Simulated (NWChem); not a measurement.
CH₃F₃Si; SMILES FC(F)(F)[SiH3]

Problem. Give the equilibrium geometry at PBE-D3(BJ)/def2-SVP (NWChem) as a list of bonds and angles, with the point group.

Solution. point group C3v; any orientation.
Bonded distances (Å): Si1–C2 1.943, Si1–H6 1.499, Si1–H7 1.499, Si1–H8 1.499, C2–F3 1.359, C2–F4 1.359, C2–F5 1.359. Bond angles (°): C2–Si1–H6 107.8, C2–Si1–H7 107.8, C2–Si1–H8 107.8, H6–Si1–H7 111.0, H6–Si1–H8 111.0, H7–Si1–H8 111.0, Si1–C2–F3 111.5, Si1–C2–F4 111.5, Si1–C2–F5 111.5, F3–C2–F4 107.3, F3–C2–F5 107.3, F4–C2–F5 107.3.
